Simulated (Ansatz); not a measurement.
Geometry optimisation, RKS PBE/def2-SVP (Ansatz).

input.yaml

```yaml
crystal:
  periodic: [false, false, false]
  atoms:
    - { symbol: Ga, position_ang: [0.0, 0.0, 0.0] }
    - { symbol: "N", position_ang: [1.3882, 0.0, 1.6155] }
    - { symbol: H, position_ang: [0.5112, -0.2713, 2.1455] }
    - { symbol: H, position_ang: [2.2651, 0.2713, 2.1455] }
    - { symbol: H, position_ang: [1.7585, 0.0, 0.2012] }
    - { symbol: Cl, position_ang: [-1.9398, 0.0, -1.12] }
basis:
  gaussian: { orbitals: def2-SVP }
hamiltonian:
  xc: pbe
relax:
  f_tol: 0.15
  max_steps: 25
  restrain:
    - { distance: [1, 4], at: 1.06, k: 30.0 }
    - { distance: [0, 1], at: 3.13, k: 30.0 }
    - { distance: [0, 4], at: 2.77, k: 30.0 }
```

Command:

```bash
$ ansatz run input.yaml --threads 1 --pin off --max-ram 2048MiB --backend cpu --events-out ev --progress --plain --runs-dir out
```

Problem. Where does it end, and by what steps?

Solution. It converged. The restraints hold the end off the free minimum; the threshold counts their pulls, which the force column leaves out. Restrained pairs: N2–H5 (1.46 → 1.04 Å), Ga1–N2 (2.13 → 3.12 Å), Ga1–H5 (1.77 → 2.78 Å). After 15 steps the energy has fallen by 4.001 eV (the restraints' own energy left out); Ga1 moved furthest, 1.26 Å.

| step | energy less start (eV) | largest force component (eV/Å) | accepted |
| --- | --- | --- | --- |
| 0 | 0.0000 | 2.971 | yes |
| 1 | -0.3671 | 4.807 | yes |
| 2 | -0.5013 | 6.931 | yes |
| 3 | -1.7749 | 6.505 | yes |
| 4 | -2.9918 | 3.118 | yes |
| 5 | -3.5572 | 1.367 | yes |
| 6 | -3.6581 | 0.758 | yes |
| 7 | -3.6890 | 0.509 | yes |
| 8 | -3.7048 | 0.408 | yes |
| 9 | -3.7227 | 0.476 | yes |
| 10 | -3.7565 | 0.863 | yes |
| 11 | -3.7934 | 1.138 | yes |
| 12 | -3.9005 | 0.505 | yes |
| 13 | -3.9449 | 0.605 | yes |
| 14 | -3.9637 | 0.853 | yes |
| 15 | -4.0008 | 0.877 | yes |

```xyz
6
Properties=species:S:1:pos:R:3
Ga -0.001 -0.560 -1.130
N 1.305 -0.003 1.645
H 1.064 0.751 2.299
H 2.048 -0.570 2.070
H 1.720 0.453 0.804
Cl -2.153 -0.072 -0.701
```

The run took 38 s on 1 thread of Arm Neoverse V1, on a shared host, peak memory 0.15 GiB.
